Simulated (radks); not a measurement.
Task: These are the eigenvalues of the occupied orbitals of an atom or ion with whole-number occupations (eV). Method: scalar-relativistic Kohn-Sham, PBE, spin-polarised, spherical densities, point nucleus; computed with a radial shooting solver on a logarithmic mesh with Libxc functionals.

1s up: -1267.030
1s down: -1266.957
2s up: -87.1269
2s down: -86.9706
2p up: -53.8928
2p down: -53.7227
3s up: -10.1381
4f up: -0.4786

Which element is it, and in what charge state? The configuration may be excited. Open shells, if any, are filled with parallel spins first.

Result: Z = 12, magnesium, charge 0: Mg in [Ne] 3s1 4f1. The list shows which subshells hold electrons but not how many an open one holds; the 1s level, -46.562 hartree, gives Z - s = 9.7 by -(Z - s)^2/2, which with screening and relativity narrows Z to a few neighbours, and the depths of the outer levels then fix element, charge and occupations together.
